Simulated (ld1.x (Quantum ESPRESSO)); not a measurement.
Cs (Z = 55): excitation energies, all-electron against RRKJ

```json
{
  "Element": "caesium (Cs)",
  "Generator": "ld1.x (Quantum ESPRESSO) 7.5",
  "Type": "norm-conserving RRKJ (Kleinman–Bylander form)",
  "Functional": "PBE",
  "Relativity": "fully relativistic",
  "Frozen core": "[Kr] 4d10",
  "Valence charge": "9",
  "Reference configuration": "5s2 5p6 5d1 6s0 6p0",
  "Partial waves": "5s (bound): rc 1.95 bohr; 5d (bound): rc 4.20 bohr; 5p (bound): rc 3.45 bohr",
  "Local potential": "the p channel",
  "Core correction": "none",
  "rho0": "0.02"
}
```

Open shells are filled in proportion to 2j + 1 (rel_dist='average').

Energies are relative to the spin-unpolarised reference configuration 5s2 5p6 5d1 6s0 6p0; without spin polarisation the order of configurations can differ from experiment. Not all tests gave a result: 1 of 7 tests not solved or not reliable. Left out of the table: 5s2 5p6 5d0 6s0 6p1 (solver errors, printed error -1.2 eV). The p channel is local and has no spin–orbit splitting in the pseudo-atom. The frozen-core shift is the all-electron ΔE with the core orbitals held at their reference shape minus the fully relaxed ΔE.

```
  valence configuration  charge  ΔE all-electron (eV)  error AE − PS (meV)  frozen-core shift (meV)
    5s2 5p6 5d0 6s0 6p0      +1                 2.192                 +2.4                      0.0
  5s2 5p6 5d0 6s0.5 6p0    +0.5                -0.201                  +11                     +0.1
    5s1 5p6 5d0 6s1 6p0      +1                29.981                  +97                      +19
5s2 5p6 5d0.5 6s0.5 6p0       0                -0.829                 +8.4                     +0.1
```

Problem. What are ΔE and the potential's error for 5s2 5p5 5d0 6s1 6p0?

Solution. ΔE = 16.237 eV all-electron; the error (AE − PS) is +42 meV.

Problem. What are ΔE and the potential's error for 5s2 5p6 5d0 6s1 6p0?

Solution. ΔE = -1.672 eV all-electron; the error (AE − PS) is +18 meV.

A Bessel basis up to 400 Ry misses an occupied level by 0.45 Ry, so cutoffs and ghosts were not judged. The potential misses its own reference levels by up to 1.1 eV, so it is not fit for use.
